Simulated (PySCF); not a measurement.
## RuO₄: calculation against measurement

Isolated RuO₄, optimised in PySCF with density fitting and no spin–orbit coupling; def2 sets carry scalar-relativistic core potentials from Rb on. All levels below give a singlet of Td symmetry: PBE0/def2-TZVP Ru–O 1.663 Å (×4); B3LYP/def2-TZVP Ru–O 1.679 Å (×4); PBE/def2-TZVP Ru–O 1.694 Å (×4); PBE0/def2-SVP Ru–O 1.664 Å (×4).

Formally Ru is in oxidation state +8, d0. The polar-tensor charge on Ru, 2.07, is far below the formal one.

Measured fundamentals (Shimanouchi, Tables of Molecular Vibrational Frequencies (1972), as compiled in the NIST Chemistry WebBook) beside computed harmonic wavenumbers, in cm⁻¹:

```
mode as compiled  computed symmetry  measured  rating (A best; medium not stated)  PBE0/def2-TZVP  B3LYP/def2-TZVP  PBE/def2-TZVP  PBE0/def2-SVP
      a1 sym str                 a1       885                                   C            1018              979            934           1007
    e deg deform                  e       322                                   C             352              342            328            351
      f2 deg str                 t2       921                                   C            1028              994            958           1023
   f2 deg deform                 t2       336                                   C             376              367            353            373
```

Q: How close does each level come?

A: Mean absolute differences: PBE0/def2-TZVP 12.0 %, B3LYP/def2-TZVP 8.5 %, PBE/def2-TZVP 4.1 %, PBE0/def2-SVP 11.2 %. The mean ratio of measured to computed values at PBE/def2-TZVP is 0.960. Harmonic values should lie a little above fundamentals.
